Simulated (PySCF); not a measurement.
C3H9GaS3 (SMILES C[S][Ga]([S]C)[S]C), singlet, geometry from GFN2-xTB (such geometries of metal compounds can be far from the true shape), with bond 11-8 at 2.4 times its length; CASSCF(6,5)/STO-3G in PySCF.

The PySCF input:
```python
from pyscf import gto, scf, mcscf
import numpy

mol = gto.Mole()
mol.atom = '''
    Ga    0.000325    0.000634    0.000043
    S    -1.976397    0.898529   -0.654852
    C    -2.944804    0.715938    0.889581
    H    -3.772191    0.043216    0.686067
    H    -3.318987    1.699144    1.157178
    H    -2.323689    0.318498    1.691756
    S     1.728369   -0.125725   -1.463080
    C     0.953816    0.616426   -2.948270
    H    -0.069401    0.926316   -2.737822
    H     0.965646   -0.131139   -3.735357
    H     2.393540    2.674064   -3.641866
    S     0.250704   -0.763911    2.120359
    C     1.985541   -1.349109    2.054524
    H     1.983774   -2.411088    2.279652
    H     2.544142   -0.807004    2.811180
    H     2.416788   -1.173200    1.069454
'''
mol.basis = 'sto-3g'
mol.charge = 0
mol.spin = 0
mol.verbose = 4
mol.build()

mf = scf.RHF(mol)
mf.kernel()
mc = mcscf.CASSCF(mf, 5, 6)
mc.fix_spin_(ss=0.0)
mc.kernel()
occ = numpy.linalg.eigvalsh(mc.fcisolver.make_rdm1(mc.ci, mc.ncas, mc.nelecas))[::-1]
ss = mc.fcisolver.spin_square(mc.ci, mc.ncas, mc.nelecas)[0]
print('natural occupations', occ.round(4), ' <S^2>', round(ss, 4))
```

Predict the main parts of the log of this PySCF run.


```
PySCF version 2.14.0

[INPUT] verbose = 4
[INPUT] num. atoms = 16
[INPUT] num. electrons = 106
[INPUT] charge = 0
[INPUT] spin (= nelec alpha-beta = 2S) = 0
[INPUT] symmetry False subgroup None
[INPUT] Mole.unit = angstrom
[INPUT] Symbol           X                Y                Z      unit          X                Y                Z       unit  Magmom
[...]
nuclear repulsion = 851.803954960764
number of shells = 41
number of NR pGTOs = 207
number of NR cGTOs = 69
basis = sto-3g
ecp = {}

******** <class 'pyscf.scf.hf.RHF'> ********
method = RHF
initial guess = minao
damping factor = 0
level_shift factor = 0
DIIS = <class 'pyscf.scf.diis.CDIIS'>
diis_start_cycle = 1
diis_space = 8
diis_damp = 0
SCF conv_tol = 1e-09
SCF conv_tol_grad = None
SCF max_cycles = 50
direct_scf = True
direct_scf_tol = 1e-13
Set gradient conv threshold to 3.16228e-05
Initial guess from minao.
init E= -3194.86403711023
[...]
cycle= 1 E= -3197.41404119483  delta_E= -2.55  |g|= 0.564  |ddm|= 4.94
[...]
cycle= 2 E= -3195.95230928681  delta_E= 1.46  |g|= 1.82  |ddm|=  3.2
[...]
cycle= 3 E= -3197.58501918698  delta_E= -1.63  |g|= 0.241  |ddm|= 2.91
[...]
cycle= 4 E= -3197.61122579284  delta_E= -0.0262  |g|= 0.116  |ddm|= 0.411
[...]
cycle= 5 E= -3197.62026886666  delta_E= -0.00904  |g|= 0.0768  |ddm|= 0.323
[...]
cycle= 6 E= -3197.62306701903  delta_E= -0.0028  |g|= 0.0265  |ddm|= 0.131
[...]
cycle= 7 E= -3197.62393205538  delta_E= -0.000865  |g|= 0.00764  |ddm|= 0.135
[...]
cycle= 8 E= -3197.62398793459  delta_E= -5.59e-05  |g|= 0.00323  |ddm|= 0.0282
[...]
cycle= 9 E= -3197.62400865394  delta_E= -2.07e-05  |g|= 0.0012  |ddm|= 0.0225
[...]
cycle= 10 E= -3197.62401170056  delta_E= -3.05e-06  |g|= 0.000701  |ddm|= 0.00734
[...]
cycle= 11 E= -3197.62401293527  delta_E= -1.23e-06  |g|= 0.000398  |ddm|= 0.00474
[...]
cycle= 12 E= -3197.62401343819  delta_E= -5.03e-07  |g|= 0.000279  |ddm|= 0.00276
[...]
cycle= 13 E= -3197.62401383101  delta_E= -3.93e-07  |g|= 0.000144  |ddm|= 0.00354
[...]
cycle= 14 E= -3197.6240139071  delta_E= -7.61e-08  |g|= 8.23e-05  |ddm|= 0.00142
[...]
cycle= 15 E= -3197.62401393798  delta_E= -3.09e-08  |g|= 3.36e-05  |ddm|= 0.00113
[...]
cycle= 16 E= -3197.62401394194  delta_E= -3.96e-09  |g|= 1.93e-05  |ddm|= 0.000337
[...]
cycle= 17 E= -3197.62401394333  delta_E= -1.39e-09  |g|= 1.26e-05  |ddm|= 0.00017
[...]
cycle= 18 E= -3197.62401394416  delta_E= -8.32e-10  |g|= 5.78e-06  |ddm|= 0.000167
[...]
Extra cycle  E= -3197.62401394423  delta_E= -6.55e-11  |g|= 4.7e-06  |ddm|= 2.03e-05
converged SCF energy = -3197.62401394423

******** <class 'pyscf.mcscf.mc1step.CASSCF'> ********
CAS (3e+3e, 5o), ncore = 50, nvir = 14
max_cycle_macro = 50
max_cycle_micro = 4
conv_tol = 1e-07
conv_tol_grad = None
orbital rotation max_stepsize = 0.02
orbital rotation threshold for CI restart = 0.01
augmented hessian ah_max_cycle = 30
augmented hessian ah_conv_tol = 1e-12
augmented hessian ah_linear dependence = 1e-14
augmented hessian ah_level shift = 1e-08
augmented hessian ah_start_tol = 2.5
augmented hessian ah_start_cycle = 3
augmented hessian ah_grad_trust_region = 3
kf_trust_region = 3
kf_interval = 4
ci_response_space = 4
ci_grad_trust_region = 3
with_dep4 0
natorb = False
canonicalization = True
sorting_mo_energy = False
ao2mo_level = 2
internal_rotation = False
******** <class 'pyscf.fci.addons.SpinPenaltyFCISolver'> ********
max. cycles = 50
conv_tol = 1e-08
davidson only = True
linear dependence = 1e-12
level shift = 0.001
max iter space = 12
nroots = 1
pspace_size = 400
spin = None
CASCI E = -3197.75655152385  S^2 = 0.0000000
Set conv_tol_grad to 0.000316228
macro iter   1 ( 21 JK    4 micro), CASSCF E = -3197.79549087057  dE = -3.89393467e-02  S^2 = 0.0000000
               |grad[o]|=0.132  |grad[c]|=0.0387  |ddm|=0.052  |maxRot[o]|=0.198
macro iter   2 ( 21 JK    4 micro), CASSCF E = -3197.79945937351  dE = -3.96850295e-03  S^2 = 0.0000000
               |grad[o]|=0.0488  |grad[c]|=0.0221  |ddm|=0.0135  |maxRot[o]|=0.208
[...]
macro iter  32 ( 21 JK    4 micro), CASSCF E = -3197.81116533397  dE =  1.21205412e-05  S^2 = 0.0000000
               |grad[o]|=0.0046  |grad[c]|=0.0102  |ddm|=0.0105  |maxRot[o]|=0.0136
macro iter  33 ( 21 JK    4 micro), CASSCF E = -3197.81117838058  dE = -1.30466033e-05  S^2 = 0.0000000
               |grad[o]|=0.00458  |grad[c]|=0.000989  |ddm|=0.000232  |maxRot[o]|=0.00278
macro iter  34 ( 21 JK    4 micro), CASSCF E = -3197.81118711576  dE = -8.73518957e-06  S^2 = 0.0000000
               |grad[o]|=0.00416  |grad[c]|=0.00431  |ddm|=0.00201  |maxRot[o]|=0.00226
macro iter  35 ( 21 JK    4 micro), CASSCF E = -3197.81117711830  dE =  9.99746680e-06  S^2 = 0.0000000
               |grad[o]|=0.00378  |grad[c]|=0.00803  |ddm|=0.0083  |maxRot[o]|=0.00821
macro iter  36 ( 21 JK    4 micro), CASSCF E = -3197.81118706670  dE = -9.94840229e-06  S^2 = 0.0000000
               |grad[o]|=0.00378  |grad[c]|=0.000861  |ddm|=0.000252  |maxRot[o]|=0.00276
macro iter  37 ( 21 JK    4 micro), CASSCF E = -3197.81119324624  dE = -6.17953538e-06  S^2 = 0.0000000
               |grad[o]|=0.00344  |grad[c]|=0.0039  |ddm|=0.00233  |maxRot[o]|=0.00213
macro iter  38 ( 21 JK    4 micro), CASSCF E = -3197.81118270003  dE =  1.05462027e-05  S^2 = 0.0000000
               |grad[o]|=0.00314  |grad[c]|=0.00724  |ddm|=0.0076  |maxRot[o]|=0.00736
macro iter  39 ( 21 JK    4 micro), CASSCF E = -3197.81119130068  dE = -8.60064483e-06  S^2 = 0.0000000
               |grad[o]|=0.00322  |grad[c]|=0.000803  |ddm|=0.000265  |maxRot[o]|=0.00246
macro iter  40 ( 21 JK    4 micro), CASSCF E = -3197.81119594933  dE = -4.64864979e-06  S^2 = 0.0000000
               |grad[o]|=0.00293  |grad[c]|=0.00378  |ddm|=0.00248  |maxRot[o]|=0.00168
macro iter  41 ( 21 JK    4 micro), CASSCF E = -3197.81118646628  dE =  9.48304478e-06  S^2 = 0.0000000
               |grad[o]|=0.00269  |grad[c]|=0.00667  |ddm|=0.00716  |maxRot[o]|=0.00922
macro iter  42 ( 21 JK    4 micro), CASSCF E = -3197.81119438846  dE = -7.92217452e-06  S^2 = 0.0000000
               |grad[o]|=0.0028  |grad[c]|=0.000817  |ddm|=0.000294  |maxRot[o]|=0.00241
macro iter  43 ( 21 JK    4 micro), CASSCF E = -3197.81119825974  dE = -3.87127875e-06  S^2 = 0.0000000
               |grad[o]|=0.00253  |grad[c]|=0.00364  |ddm|=0.00254  |maxRot[o]|=0.00381
macro iter  44 ( 21 JK    4 micro), CASSCF E = -3197.81119128528  dE =  6.97445284e-06  S^2 = 0.0000000
               |grad[o]|=0.00234  |grad[c]|=0.00728  |ddm|=0.00902  |maxRot[o]|=0.0202
macro iter  45 ( 21 JK    4 micro), CASSCF E = -3197.81119937447  dE = -8.08919049e-06  S^2 = 0.0000000
               |grad[o]|=0.0025  |grad[c]|=0.000807  |ddm|=0.00038  |maxRot[o]|=0.00368
macro iter  46 ( 21 JK    4 micro), CASSCF E = -3197.81120228464  dE = -2.91017113e-06  S^2 = 0.0000000
               |grad[o]|=0.00227  |grad[c]|=0.00345  |ddm|=0.00267  |maxRot[o]|=0.00237
macro iter  47 (  7 JK    2 micro), CASSCF E = -3197.81122634731  dE = -2.40626646e-05  S^2 = 0.0000000
               |grad[o]|=0.00211  |grad[c]|=0.00568  |ddm|=0.00895  |maxRot[o]|=0.0468
macro iter  48 (  7 JK    2 micro), CASSCF E = -3197.81126274056  dE = -3.63932486e-05  S^2 = 0.0000000
               |grad[o]|=0.00191  |grad[c]|=0.00766  |ddm|=0.0121  |maxRot[o]|=0.0572
macro iter  49 (  7 JK    2 micro), CASSCF E = -3197.81131372468  dE = -5.09841248e-05  S^2 = 0.0000000
               |grad[o]|=0.00173  |grad[c]|=0.00841  |ddm|=0.0134  |maxRot[o]|=0.0632
macro iter  50 (  7 JK    2 micro), CASSCF E = -3197.81138266728  dE = -6.89425979e-05  S^2 = 0.0000000
               |grad[o]|=0.0016  |grad[c]|=0.00825  |ddm|=0.0135  |maxRot[o]|=0.0665
1-step CASSCF not converged,  50 macro (902 JK 184 micro) steps
CASSCF canonicalization
Density matrix diagonal elements [1.98341318 1.96654151 1.31087369 0.68791888 0.05125274]
CASSCF energy = -3197.81138266728
CASCI E = -3197.81138266728  E(CI) = -7.05012093133155  S^2 = 0.0000000
natural occupations [1.9996 1.9651 1.3039 0.6961 0.0353]  <S^2> 0.0
```

Convergence was not reached.
